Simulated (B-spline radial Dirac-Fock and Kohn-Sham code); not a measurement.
ΔSCF core binding energies without Breit or QED terms, calculated with a radial finite-basis atomic code.

A sound run for neutral argon in the configuration [Ne] 3s2 3p6: The ground state converged in 10 iterations, with total energy -528.68376 Ha, virial ratio 1.99293 and highest orbital energy -16.00 eV. ΔSCF binding energies: K (1s) 3209.2 eV, L3 (2p3/2) 248.3 eV. Holes are computed only in closed shells, and unreliable hole states are left out.

A second run, with one unsound setting: The ground state converged in 13 iterations, with total energy -22.82934 Ha, virial ratio 13.56729 and highest orbital energy -1.90 eV. ΔSCF binding energies: K (1s) 11.76 eV, L3 (2p3/2) 9.20 eV. Holes are computed only in closed shells, and unreliable hole states are left out.

```
iter   energy (Ha)        error
   1      -13.32717064  1.30e-01
   2      -15.30189673  3.41e-01
   3      -22.68203900  3.65e-02
   4      -22.78249025  2.12e-02
   5      -22.82722665  3.16e-03
   6      -22.82891945  8.80e-04
   7      -22.82915904  5.85e-04
   8      -22.82927663  2.87e-04
   9      -22.82934107  6.33e-05
  13      -22.82934231  2.33e-08
```

Q: Which fault fits the second run best?
A. nuclear radius in wrong units
B. speed of light below Z
C. overfilled shell
D. too few iterations

A: A. The input had radius_factor = 100000.0: radius_factor inflates the nucleus far beyond its size, which weakens the binding of the inner electrons.
